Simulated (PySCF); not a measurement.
# How methods differ on the ionisation energy of Sr

Sr [Kr] 5s2 (1S) → Sr+ [Kr] 5s1 (2S), as a difference of total energies. Calculation: PySCF 2.14, in x2c-SVPall (6s4p5d1f, 50 functions); scalar relativity by spin-free X2C-1e. Correlated levels: valence: [Kr] frozen. The calculations carry no spin-orbit coupling.

| method | ionisation energy (eV) |
| --- | --- |
| UHF | 4.774 |
| MN15 | 6.064 |
| M06-L | 5.802 |
| MP2 (valence) | 5.203 |
| SCS-MP2 (valence) | 5.288 |
| CCSD (valence) | 5.433 |

Errors of the correlated levels include the incompleteness of this basis and the frozen core.

With two correlated electrons CCSD is exact in that space.

The coupled-cluster amplitudes are large for Sr (T1 above 0.03 or a double amplitude above 0.15), so a single reference is strained.

Question: Which method comes closest to the reference value, and which is furthest?

Answer: The reference is 5.695 eV (measured; NIST Atomic Spectra Database, ionization energies). Closest: M06-L (error 0.107 eV); furthest: UHF (error -0.921 eV).
